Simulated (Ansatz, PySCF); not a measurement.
Spin states of MoO2 (SMILES [O]=[Mo]=[O]), each relaxed with B3LYP-D3(BJ)/def2-TZVP.
State 1 (charge 0, multiplicity 3):
```json
[
 {"atom": "Mo", "x (Å)": "0.3534", "y (Å)": "-0.2941", "z (Å)": "0.3576"},
 {"atom": "O", "x (Å)": "0.8978", "y (Å)": "0.3425", "z (Å)": "-1.1178"},
 {"atom": "O", "x (Å)": "-1.2843", "y (Å)": "-0.0009", "z (Å)": "0.6898"}
]
```
State 2 (charge 0, multiplicity 1):
```xyz
3

Mo     0.396    -0.330     0.402
O      0.799     0.348    -1.076
O     -1.228     0.029     0.603
```

Singlets are restricted, other states unrestricted; no spin–orbit coupling, no relativity up to Kr; see below for the cores. The largest T1 diagnostic is 0.112.

Correlated levels freeze the inner cores; with def2 sets outer-core shells near the valence are correlated too.

Codes used: Ansatz (Gaussian basis) for Hartree–Fock, density functionals and correlated methods; PySCF for the dispersion terms. Values without a source in brackets are computed. In def2 rows elements past Kr take small-core potentials, without spin–orbit coupling.

```json
[
 {"level": "SVWN5/def2-TZVPP", "energy of the multiplicity-1 state less that of the multiplicity-3 state (kcal/mol)": "6.52"},
 {"level": "PBE/def2-TZVPP", "energy of the multiplicity-1 state less that of the multiplicity-3 state (kcal/mol)": "11.49"},
 {"level": "r2SCAN/def2-TZVPP", "energy of the multiplicity-1 state less that of the multiplicity-3 state (kcal/mol)": "18.26"},
 {"level": "B3LYP-D4/def2-TZVPP", "energy of the multiplicity-1 state less that of the multiplicity-3 state (kcal/mol)": "12.80"},
 {"level": "PBE0/def2-TZVPP", "energy of the multiplicity-1 state less that of the multiplicity-3 state (kcal/mol)": "16.73"},
 {"level": "PBE0-D3(BJ)/def2-TZVPP", "energy of the multiplicity-1 state less that of the multiplicity-3 state (kcal/mol)": "16.72"},
 {"level": "CAM-B3LYP-D3(BJ)/def2-TZVPP", "energy of the multiplicity-1 state less that of the multiplicity-3 state (kcal/mol)": "(withheld)"},
 {"level": "B2PLYP-D4/def2-TZVPP", "energy of the multiplicity-1 state less that of the multiplicity-3 state (kcal/mol)": "(withheld)"},
 {"level": "CCSD/def2-SVP", "energy of the multiplicity-1 state less that of the multiplicity-3 state (kcal/mol)": "11.33"}
]
```

Q: Fill in the missing entries.

A: 
- CAM-B3LYP-D3(BJ)/def2-TZVPP, energy of the multiplicity-1 state less that of the multiplicity-3 state (kcal/mol): 15.01
- B2PLYP-D4/def2-TZVPP, energy of the multiplicity-1 state less that of the multiplicity-3 state (kcal/mol): 9.59

Doubts at one or more of the structures used: a restricted determinant that unrestricted orbitals would lower (B2PLYP-D4/def2-TZVPP, CCSD/def2-SVP); a spin-contaminated determinant (CCSD/def2-SVP); T1 above 0.05 (CCSD/def2-SVP).

Ansatz is a quantum-chemistry and plane-wave program.
